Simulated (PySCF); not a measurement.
## Exact mass, isotope pattern and composition

Species: CdMe2 (`[CH3][Cd][CH3]`).

Calculated from tabulated atomic weights, isotope masses and abundances; no fragmentation.

Find the molar and monoisotopic masses of C2H6Cd.

For C2H6Cd, with standard atomic weights, 1 × 112.414 + 2 × 12.011 + 6 × 1.008 = 142.484 g/mol. From the most abundant isotopes (114Cd, 12C, 1H), 1 × 113.903358 + 2 × 12.000000 + 6 × 1.007825 = 143.9503 u.

Work out the cluster of the molecular ion M+•, one line a nominal mass.

```json
{"nominal mass": "136", "m/z (centroid)": "135.9529", "relative intensity": "4.3"}
{"nominal mass": "138", "m/z (centroid)": "137.9506", "relative intensity": "3.1"}
{"nominal mass": "140", "m/z (centroid)": "139.9494", "relative intensity": "43.1"}
{"nominal mass": "141", "m/z (centroid)": "140.9506", "relative intensity": "45.1"}
{"nominal mass": "142", "m/z (centroid)": "141.9492", "relative intensity": "84.2"}
{"nominal mass": "143", "m/z (centroid)": "142.9509", "relative intensity": "44.0"}
{"nominal mass": "144", "m/z (centroid)": "143.9498", "relative intensity": "100.0"}
{"nominal mass": "145", "m/z (centroid)": "144.9532", "relative intensity": "2.2"}
{"nominal mass": "146", "m/z (centroid)": "145.9512", "relative intensity": "25.8"}
{"nominal mass": "147", "m/z (centroid)": "146.9546", "relative intensity": "0.6"}
```

Lines under 0.1 % of the tallest are left out. One electron mass, 0.00055 u, is taken off. Abundances used (%; other tables differ somewhat): 106Cd 1.25, 108Cd 0.89, 110Cd 12.49, 111Cd 12.8, 112Cd 24.13, 113Cd 12.22, 114Cd 28.73, 116Cd 7.49; 12C 98.93, 13C 1.07; 1H 99.9885, 2H 0.0115.

What resolving power m/Δm just matches the spacing of the species with one 13C and with one 2H?

They lie 0.00292 u apart at mass 144.95, so m/Δm is about 50000.

List the species in which a single atom is changed from its most abundant isotope.

Intensity in % of the monoisotopic species:

```csv
isotope,mass shift (u),m/z,intensity (%)
106Cd,-7.99690,135.9529,4.35
108Cd,-5.99917,137.9506,3.10
110Cd,-4.00036,139.9494,43.47
111Cd,-2.99918,140.9506,44.55
112Cd,-2.00060,141.9492,83.99
113Cd,-0.99896,142.9508,42.53
13C,+1.00335,144.9531,2.16
2H,+1.00628,144.9560,0.07
116Cd,+2.00140,145.9512,26.07
```

Species under 0.02 % are left out.

Which m/z would the protonated, sodiated and deprotonated molecule have?

[M+H]+ 144.9576, [M+Na]+ 166.9395, [M−H]− 142.9430, for the monoisotopic species (arithmetic only; whether such ions form is another matter).

What is the composition by mass?

Cd 78.90 %, C 16.86 %, H 4.24 %.
